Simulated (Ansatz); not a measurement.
Z-matrix (Å, degrees):
```
Si
C 1 1.893
H 1 1.485 2 110.5
H 1 1.489 2 111.0 3 121.8
H 1 1.491 2 108.3 3 -118.9
O 2 1.419 1 111.1 3 60.0
H 2 1.101 1 109.9 3 -174.9
H 2 1.096 1 109.9 3 -58.8
Sb 6 1.977 2 118.2 1 84.6
H 9 1.710 6 92.0 2 156.9
H 9 1.717 6 96.0 2 -112.3
```

Charge 0, multiplicity 1. Sb: def2 effective core potential.

Q: List the ωB97M-V/def2-TZVPP orbital energies in eV (the Gaussian-basis code of Ansatz). (Estimate.)

A: Ansatz gave: Occupied: -1806.72, -525.91, -282.52, -160.21, -147.84, -111.73, -111.64, -111.52, -101.95, -101.94, -101.93, -39.19, -39.08, -38.98, -38.94, -38.86, -30.37, -21.63, -18.81, -17.35, -15.28, -14.66, -13.44, -12.06, -11.97, -11.79, -11.31, -9.66, -9.39. Lowest empty: 0.53, 1.52, 2.10, 2.75, 3.02, 3.11, 3.72, 3.97.
